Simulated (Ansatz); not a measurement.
Geometry optimisation, UKS PBE/6-31G* in Ansatz 0.2.0.

Input file:

```yaml
crystal:
  periodic: [false, false, false]
  atoms:
    - { symbol: Si, position_ang: [-0.0056, -0.8924, -0.34] }
    - { symbol: O, position_ang: [-1.6919, -0.0224, 0.4817] }
    - { symbol: H, position_ang: [-0.9482, -1.7036, -1.1097] }
    - { symbol: H, position_ang: [1.2558, -1.1161, -1.081] }
    - { symbol: "N", position_ang: [0.525, -1.3483, 1.2307] }
    - { symbol: H, position_ang: [-0.9412, 0.9827, 0.2357] }
    - { symbol: Si, position_ang: [0.4893, 1.6181, -0.7896] }
    - { symbol: H, position_ang: [-2.2567, -0.2663, 1.224] }
    - { symbol: H, position_ang: [-0.1326, -1.4856, 1.978] }
    - { symbol: H, position_ang: [1.299, -1.9835, 1.3155] }
    - { symbol: H, position_ang: [1.8715, 1.7192, -0.3136] }
    - { symbol: H, position_ang: [0.566, 1.5122, -2.2501] }
    - { symbol: H, position_ang: [-0.0302, 2.986, -0.5815] }
magnetization:
  spin_polarized: true
basis:
  gaussian: { orbitals: "6-31G*" }
hamiltonian:
  xc: pbe
relax:
  f_tol: 0.15
  max_steps: 25
  restrain:
    - { distance: [0, 6], at: 3.52, k: 30.0 }
    - { distance: [5, 1], at: 2.27, k: 30.0 }
    - { distance: [0, 1], at: 1.77, k: 30.0 }
    - { distance: [5, 6], at: 1.42, k: 30.0 }
output:
  orbitals: {}
```

Command:

```bash
$ ansatz run input.yaml --threads 2 --pin off --max-ram 3072MiB --backend cpu --events-out ev --progress --plain --runs-dir out
```

**Question.** Where does it end, and by what steps?

**Answer.** The forces met the threshold. The restraints hold the end off the free minimum. After 10 steps the energy has fallen by 2.621 eV (the restraints' own energy left out); H9 moved furthest, 0.94 Å. Joined: H6–Si7 (1.87 → 1.45 Å).

| step | energy less start (eV) | largest force component (eV/Å) | accepted |
| --- | --- | --- | --- |
| 0 | 0.0000 | 1.819 | yes |
| 1 | 0.3956 | 2.583 | yes |
| 2 | 0.4634 | 4.039 | yes |
| 3 | -0.1598 | 3.414 | yes |
| 4 | -1.2451 | 1.888 | yes |
| 5 | -1.9321 | 1.111 | yes |
| 6 | -2.3172 | 1.143 | yes |
| 7 | -2.5295 | 1.198 | yes |
| 8 | -2.5927 | 1.158 | yes |
| 9 | -2.6165 | 1.057 | yes |
| 10 | -2.6211 | 1.146 | yes |

```xyz
13
Properties=species:S:1:pos:R:3
Si -0.406 -1.303 -0.110
O -1.856 -0.442 0.274
H -0.947 -2.444 -0.918
H 0.597 -0.556 -0.941
N 0.436 -1.705 1.353
H -0.717 1.480 -0.173
Si 0.458 2.052 -0.799
H -1.686 0.181 1.010
H 0.055 -2.408 1.991
H 1.456 -1.672 1.387
H 1.698 1.725 -0.016
H 0.593 1.543 -2.202
H 0.318 3.549 -0.855
```

The run took 22 s on 2 threads of AMD EPYC 9R14 (Zen 4), on a shared host, peak memory 0.19 GiB.
